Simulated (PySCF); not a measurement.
## Basis and Hamiltonian dependence of the ionisation energy of Ge

Ge [Ar] 3d10 4s2 4p2 (3P) → Ge⁺ [Ar] 3d10 4s2 4p1 (2P). All values are computed (PySCF 2.14, energy differences of UHF-based or UKS calculations, no spin-orbit coupling). Values in eV.

```csv
basis,Hamiltonian,functions,UHF,LDA,PBE0,MP2 (valence),CCSD(T) (valence),CCSD(T) (valence and next inner shell)
cc-pVDZ-PP with ECP10MDF,ECP,23,7.408,7.945,n/a,7.658,7.687,n/a
6-31G*,non-relativistic,32,7.445,n/a,n/a,7.668,7.689,n/a
aug-cc-pVDZ-DK,spin-free X2C,36,7.413,8.020,7.933,7.679,7.719,n/a
cc-pVTZ-PP with ECP10MDF,ECP,39,7.408,7.967,n/a,7.751,7.805,n/a
pcseg-2,non-relativistic,43,7.448,n/a,n/a,7.790,7.844,n/a
x2c-TZVPPall,spin-free X2C,48,7.414,8.007,7.920,7.758,7.814,7.867
def2-TZVP,non-relativistic,48,7.439,8.023,7.942,7.781,7.835,n/a
def2-TZVPPD,non-relativistic,54,7.435,8.022,7.939,7.775,7.829,7.879
"x2c-TZVPPall with one added diffuse shell each of s, p, d type",spin-free X2C,57,7.404,8.008,7.915,7.748,7.804,7.856
aug-pcseg-2,non-relativistic,59,7.444,8.047,7.962,7.791,n/a,n/a
dyall-av2z,non-relativistic,92,7.448,8.047,7.954,7.722,7.762,n/a
aug-cc-pVQZ-DK,spin-free X2C,93,7.402,8.002,7.914,7.781,7.829,n/a
x2c-QZVPPall,spin-free X2C,97,7.401,8.010,7.917,7.775,7.825,n/a
"x2c-QZVPPall with one added diffuse shell each of s, p, d, f type",spin-free X2C,113,7.402,8.011,7.919,7.777,n/a,n/a
```

Frozen in the all-electron rows: valence: [Ar] 3d10; valence and next inner shell: [Ne]; with a core potential, the same shells as far as they lie outside it.

Non-relativistic rows lack the scalar-relativistic shift.

Reference for a calculation without spin-orbit coupling: 7.925 eV (measured, between term centres; NIST).
